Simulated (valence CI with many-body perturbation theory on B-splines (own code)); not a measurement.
**Level structure of Ta LXVII**

Computed by relativistic CI+MBPT: five valence electrons over a frozen Dirac-Fock core [He], a basis of 11 s, 11 p, 10 d, 8 f, 5 g, 2 h functions for each j, with the one-electron correlation potential Σ1 (screened to all orders), the two-electron term Σ2, the three-electron term Σ3, Breit, model QED; selected single and double excitations, second order for the rest, scaled by the run's own slope (own B-spline code, finite nucleus).

The last digits are not significant, and no measured levels were compared; by estimate large intervals hold to a few tenths of a per cent, small ones and those within an open d or f shell to about a per cent. Among the levels kept, up to 7400 cm⁻¹ of a level comes from second order outside the variational space, and about a tenth of that is noise between levels of different J, which matters for small intervals.

Levels 91 to 135 of 202, with energies above the lowest level, (2s^2 2p1/2^2 2p3/2) J=3/2. "Leading %" is the weight of the configuration and term that name the level; weights of strongly mixed levels are sums over their largest components and can fall short. In the jj column 3d3/2^4 stands for four electrons in 3d with j = 3/2.

```csv
No.,Configuration,Term,J,E (Ry),Leading %,g,Leading jj
91,2s2p³3p,⁶P,3/2,851.47,41,1.733,2s 2p1/2 2p3/2^2 3p1/2 (100 %)
92,2s2p³3s,⁴P°,1/2,852.06,84,2.325,2s 2p1/2 2p3/2^2 3s (99 %)
93,2s2p³3p,⁴F,5/2,852.37,29,1.337,2s 2p1/2 2p3/2^2 3p1/2 (100 %)
94,2s2p³3s,²S°,1/2,853.76,54,1.080,2s 2p1/2 2p3/2^2 3s (98 %)
95,2s2p³3s,⁴S°,3/2,853.95,38,1.457,2s 2p1/2 2p3/2^2 3s (99 %)
96,2s2p³3s,⁴P°,3/2,854.31,36,1.380,2s 2p1/2 2p3/2^2 3s (99 %)
97,2s2p³3s,²D°,3/2,854.53,60,1.059,2s 2p1/2 2p3/2^2 3s (99 %)
98,2s2p³3p,²F,7/2,854.85,43,1.204,2s 2p1/2 2p3/2^2 3p1/2 (100 %)
99,2s2p³3s,²D°,5/2,854.85,84,1.216,2s 2p1/2 2p3/2^2 3s (98 %)
100,2s2p³3s,²P°,1/2,856.38,94,0.714,2s 2p1/2 2p3/2^2 3s (99 %)
101,2s2p³3p,⁴P,5/2,857.54,52,1.421,2s 2p1/2 2p3/2^2 3p1/2 (100 %)
102,2s2p³3p,⁴D,1/2,859.66,70,0.277,2s 2p1/2 2p3/2^2 3p1/2 (100 %)
103,2s2p³3p,⁴P,1/2,860.88,52,1.536,2s 2p1/2 2p3/2^2 3p1/2 (99 %)
104,2s2p³3p,²P,3/2,861.12,28,1.036,2s 2p1/2 2p3/2^2 3p1/2 (99 %)
105,2s2p³3p,²F,5/2,861.67,61,0.971,2s 2p1/2 2p3/2^2 3p1/2 (99 %)
106,2s2p³3p,²D,3/2,861.90,36,1.082,2s 2p1/2 2p3/2^2 3p1/2 (99 %)
107,2s²2p²3p,⁴D°,7/2,862.83,64,1.304,2s^2 2p3/2^2 3p3/2 (98 %)
108,2s²2p²3p,²D°,5/2,862.86,51,1.301,2s^2 2p3/2^2 3p3/2 (98 %)
109,2s²2p²3p,²P°,1/2,862.94,52,1.251,2s^2 2p3/2^2 3p3/2 (97 %)
110,2s2p³3p,²P,3/2,864.98,40,1.174,2s 2p1/2 2p3/2^2 3p1/2 (99 %)
111,2s2p³3p,⁴P,1/2,865.09,42,1.871,2s 2p1/2 2p3/2^2 3p1/2 (99 %)
112,2s²2p²3p,²P°,3/2,866.55,61,1.300,2s^2 2p3/2^2 3p3/2 (98 %)
113,2s²2p²3p,²P°,3/2,868.47,60,1.312,2s^2 2p3/2^2 3p3/2 (98 %)
114,2s²2p²3d,²D,3/2,871.42,30,1.164,2s^2 2p3/2^2 3d3/2 (98 %)
115,2s²2p²3d,⁴D,5/2,871.58,28,1.140,2s^2 2p3/2^2 3d3/2 (97 %)
116,2s²2p²3d,²F,7/2,871.62,38,1.080,2s^2 2p3/2^2 3d3/2 (99 %)
117,2s²2p²3d,⁴P,1/2,871.86,48,1.638,2s^2 2p3/2^2 3d3/2 (97 %)
118,2s²2p²3d,²D,3/2,876.14,65,0.830,2s^2 2p3/2^2 3d3/2 (95 %)
119,2s²2p²3d,²F,7/2,877.30,50,1.229,2s^2 2p3/2^2 3d5/2 (97 %)
120,2s²2p²3d,⁴F,9/2,877.35,64,1.233,2s^2 2p3/2^2 3d5/2 (97 %)
121,2p⁴3s,⁴P,5/2,877.51,59,1.444,2p1/2^2 2p3/2^2 3s (86 %)
122,2p⁴3s,²P,3/2,878.37,51,1.190,2p1/2^2 2p3/2^2 3s (90 %)
123,2s²2p²3d,²P,1/2,878.48,58,1.211,2s^2 2p3/2^2 3d5/2 (97 %)
124,2s2p³3p,⁶P,7/2,879.81,49,1.450,2s 2p1/2 2p3/2^2 3p3/2 (98 %)
125,2s²2p²3d,²D,5/2,880.09,30,1.328,2s^2 2p3/2^2 3d5/2 (50 %)
126,2s²2p²3d,²P,3/2,880.44,40,1.185,2s^2 2p3/2^2 3d5/2 (93 %)
127,2s²2p²3d,²D,5/2,880.59,28,1.335,2s^2 2p3/2^2 3d5/2 (47 %)
128,2s2p³3p,⁴P,1/2,880.71,63,1.801,2s 2p1/2 2p3/2^2 3p3/2 (99 %)
129,2s²2p²4s,⁴P,1/2,881.40,46,1.995,2s^2 2p1/2^2 4s (100 %)
130,2p⁴3s,²S,1/2,882.72,60,1.945,2p1/2^2 2p3/2^2 3s (93 %)
131,2s2p³3p,⁴P,3/2,882.83,39,1.361,2s 2p1/2 2p3/2^2 3p3/2 (98 %)
132,2s²2p²3d,²D,5/2,883.04,65,1.183,2s^2 2p3/2^2 3d5/2 (98 %)
133,2s2p³3p,⁴F,9/2,883.13,98,1.302,2s 2p1/2 2p3/2^2 3p3/2 (98 %)
134,2s2p³3p,⁴D,7/2,883.26,64,1.295,2s 2p1/2 2p3/2^2 3p3/2 (99 %)
135,2s²2p²4p,²P°,1/2,884.52,47,0.655,2s^2 2p1/2^2 4p1/2 (100 %)
```
